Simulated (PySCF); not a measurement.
Molfile (atoms numbered from 1):
```
C6H15N
     RDKit          3D

 22 21  0  0  0  0  0  0  0  0999 V2000
    2.9582    0.8329    0.3509 C   0  0  0  0  0  0  0  0  0  0  0  0
    2.2005   -0.4978    0.4190 C   0  0  0  0  0  0  0  0  0  0  0  0
    0.9541   -0.5466   -0.3160 N   0  0  0  0  0  0  0  0  0  0  0  0
   -0.1212    0.2673    0.2182 C   0  0  0  0  0  0  0  0  0  0  0  0
   -1.4263   -0.0086   -0.5358 C   0  0  0  0  0  0  0  0  0  0  0  0
   -1.8148   -1.4775   -0.4006 C   0  0  0  0  0  0  0  0  0  0  0  0
   -2.5411    0.8969   -0.0193 C   0  0  0  0  0  0  0  0  0  0  0  0
    3.1765    1.0898   -0.6845 H   0  0  0  0  0  0  0  0  0  0  0  0
    2.3726    1.6360    0.7924 H   0  0  0  0  0  0  0  0  0  0  0  0
    3.8974    0.7560    0.8921 H   0  0  0  0  0  0  0  0  0  0  0  0
    2.8379   -1.2923    0.0178 H   0  0  0  0  0  0  0  0  0  0  0  0
    1.9771   -0.7393    1.4620 H   0  0  0  0  0  0  0  0  0  0  0  0
    1.1188   -0.2993   -1.2878 H   0  0  0  0  0  0  0  0  0  0  0  0
    0.0916    1.3498    0.1756 H   0  0  0  0  0  0  0  0  0  0  0  0
   -0.2475   -0.0070    1.2701 H   0  0  0  0  0  0  0  0  0  0  0  0
   -1.2588    0.2125   -1.5967 H   0  0  0  0  0  0  0  0  0  0  0  0
   -0.9863   -2.1060   -0.7137 H   0  0  0  0  0  0  0  0  0  0  0  0
   -2.0506   -1.7093    0.6356 H   0  0  0  0  0  0  0  0  0  0  0  0
   -2.6849   -1.7023   -1.0131 H   0  0  0  0  0  0  0  0  0  0  0  0
   -3.4602    0.7199   -0.5730 H   0  0  0  0  0  0  0  0  0  0  0  0
   -2.7314    0.6989    1.0335 H   0  0  0  0  0  0  0  0  0  0  0  0
   -2.2719    1.9455   -0.1276 H   0  0  0  0  0  0  0  0  0  0  0  0
  1  2  1  0
  2  3  1  0
  3  4  1  0
  4  5  1  0
  5  6  1  0
  5  7  1  0
  1  8  1  0
  1  9  1  0
  1 10  1  0
  2 11  1  0
  2 12  1  0
  3 13  1  0
  4 14  1  0
  4 15  1  0
  5 16  1  0
  6 17  1  0
  6 18  1  0
  6 19  1  0
  7 20  1  0
  7 21  1  0
  7 22  1  0
M  END
```

Geometry: GFN2-xTB; GIAO shifts from PySCF, gas phase, non-relativistic, averaged over equivalent atoms.

At PW91/def2-SVP (173 basis functions, 29 s wall time on 1 thread of an Arm Neoverse V2, shared host):
```csv
atoms,δ (ppm)
C4,58.7
C2,47.8
C5,34.5
C6/C7,22.4
C1,15.4
N3,66.3
H11/H12,2.95
H14/H15,2.61
H16,1.31
H17/H18/H19/H20/H21/H22,0.97
H8/H9/H10,0.95
H13,-0.58
```

Shifts are taken against calculated references (same method and geometry level): ¹³C (191.33 ppm) and ¹H (31.69 ppm) vs TMS; ¹⁵N (269.93 ppm) against NH3.

**Question.** What do these become at OLYP/pcSseg-1?

**Answer.** 
```
                  atoms  δ at OLYP/pcSseg-1  change
                     C4                60.2    +1.5
                     C2                51.2    +3.4
                     C5                37.0    +2.5
                  C6/C7                23.0    +0.6
                     C1                17.4    +2.0
                     N3                76.9   +10.6
                H11/H12                3.09   +0.14
                H14/H15                2.63   +0.02
                    H16                1.31   +0.00
H17/H18/H19/H20/H21/H22                1.07   +0.10
              H8/H9/H10                1.10   +0.15
                    H13               -0.42   +0.16
```

Shifts are taken against calculated references (same method and geometry level): ¹³C (σ = 183.31 ppm), ¹H (σ = 31.74 ppm) against TMS; NH3 for ¹⁵N (σ = 267.03 ppm).

The largest change is at N3 (amine nitrogen). Cost: 194 basis functions, 38 s wall time on 1 thread of an Arm Neoverse V2, shared host. The order of the carbon signals is the same at both levels.

Experimental scales use liquid or dissolved standards, which lie at an offset from isolated NH3 (liquid NH3: subtract about 20 ppm).
